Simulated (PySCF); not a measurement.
How methods differ on the ionisation energy of W⁵³⁺

W⁵³⁺ [Ar] 3d3 (4F) → W⁵⁴⁺ [Ar] 3d2 (3F), as a difference of total energies. Calculation: PySCF 2.14, in an even-tempered Gaussian basis (16 s from 13 bohr⁻², ratio 2.5; 10 p from 17 bohr⁻², ratio 2.5; 7 d from 17 bohr⁻², ratio 2.5; 4 f from 60 bohr⁻², ratio 2.7; 3 g from 91 bohr⁻², ratio 2.7); the non-relativistic Hamiltonian (point nucleus). Correlated levels: outer shells: [Ne] frozen; virtual orbitals above 40 to 60 times the deepest correlated orbital energy dropped. The calculations carry no spin-orbit coupling.

```
                method  ionisation energy (eV)
                   UHF                  5008.0
                   LDA                  5006.6
                   PBE                  5006.8
                  PBE0                  5007.6
                r2SCAN                  5009.2
                  MN15                  5004.5
                 TPSSh                  5005.4
    MP2 (outer shells)                  5007.5
SCS-MP2 (outer shells)                  5007.1
```

Spin-orbit coupling is strong in these open shells (close to jj coupling). The scalar numbers leave it out and a first-order estimate fails, so it can dominate the gap to the real levels.

The gap to the reference is mostly relativistic.

For comparison: 5063 ± 4 eV (semi-empirical (NIST evaluation); NIST Atomic Spectra Database, ionization energies).
